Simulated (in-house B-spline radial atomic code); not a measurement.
# Ionising Xe8+ with different functionals

Computed with an all-electron radial atomic-structure program (B-spline basis): scalar-relativistic (spin-free X2C) Hamiltonian, Fermi nucleus of rms radius 4.7859 fm, spin-polarised at highest spin, spherical fractional occupations for the functionals, the average over the highest-spin determinants for Hartree-Fock. The ionisation energy is the difference of two self-consistent energies, [Kr] 4d10 → [Kr] 4d9, without Breit or QED terms; ε is the level of the shell that loses the electron (its least bound occupied spin orbital). There is no spin-orbit coupling in this Hamiltonian.

Hybrids are left out here: with spherical fractional occupations of an open shell their exact exchange keeps a self-interaction that integer-occupation calculations don't have.

```
           method          rung  ΔSCF (eV)  -ε(4d) (eV)
     Hartree-Fock  Hartree-Fock     179.01       180.71
         LDA VWN5           LDA          ?            ?
         LDA PW92           LDA     179.96       167.90
LDA exchange-only           LDA     177.81       165.80
              PBE           GGA     179.81       167.77
           PBEsol           GGA     179.75       167.70
             BLYP           GGA     179.56       167.52
             RPBE           GGA     179.77       167.72
             PW91           GGA     179.92       167.87
             BP86           GGA          ?            ?
             AM05           GGA     179.76       167.71
             OLYP           GGA     180.49       168.44
             TPSS      meta-GGA     179.84       167.82
             SCAN      meta-GGA     180.56       168.64
           r2SCAN      meta-GGA     180.63       168.72
          revTPSS      meta-GGA     179.77       167.75
```

What does BP86 give?

ΔSCF 179.87 eV, and -ε(4d) = 167.82 eV.

What does LDA VWN5 give?

ΔSCF 179.97 eV, and -ε(4d) = 167.91 eV.

How do they compare with the NIST value?

NIST lists 179.8 eV ± 0.12 (measured, ground level to ground level). Errors run from -2.03 to +0.79 eV; TPSS is closest (+0.00 eV), though others lie within the uncertainty of it, and part of that can be cancellation, since the calculations leave out spin-orbit coupling, Breit-QED terms, multiplet and fine-structure energies. Hartree-Fock also lacks correlation.
